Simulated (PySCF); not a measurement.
# [1,1'-Biphenyl]-3-carbonyl fluoride (2h) (C13H9FO): Computed beside measured shifts

System: [1,1'-Biphenyl]-3-carbonyl fluoride (2h) (C13H9FO), SMILES O=C(F)c1cccc(-c2ccccc2)c1.

Atom-mapped SMILES (hydrogens are numbered by the atom that bears them): [O:1]=[C:2]([F:3])[c:4]1[cH:5][cH:6][cH:7][c:8](-[c:9]2[cH:10][cH:11][cH:12][cH:13][cH:14]2)[cH:15]1

Level of theory: GIAO KT3/pcSseg-2, gas phase, PySCF SCF with an in-house response code, fitting set def2-universal-JFIT, grid level 2, non-relativistic, geometry: PBE0-D3(BJ)/def2-SVP.

One optimised conformer. Values are averaged over the atoms that symmetry or fast rotation interchanges, on this one geometry and without vibrational averaging. Shifts are the reference shielding less the shielding here, at the same level (13C, 1H against isolated TMS; 19F against isolated CFCl3; 17O against isolated H2O); nuclei without a reference have shieldings only.

Question: What shifts does this level give for F3, and how do they compare with measurement?

Answer: 
```tsv
atom	nucleus	computed / ppm	measured / ppm	computed less measured	measured against	medium of the measurement
F3	19F	-9.6	18.7	-28.3	CFCl3	CDCl3
```

Computed 19F and 31P shifts carry an offset from the reference molecule (CFCl3 is hard for DFT, lone H3PO4 or PH3 isn't the 85 % acid), so differences between compounds are more accurate than the values.

Measured values: Mengjie Cen, Xi Yang, Shanshan Zhang, Liguang Gan, Long Liu, Tieqiao Chen, Facile synthesis of acyl fluorides through deoxyfluorination of carboxylic acids.
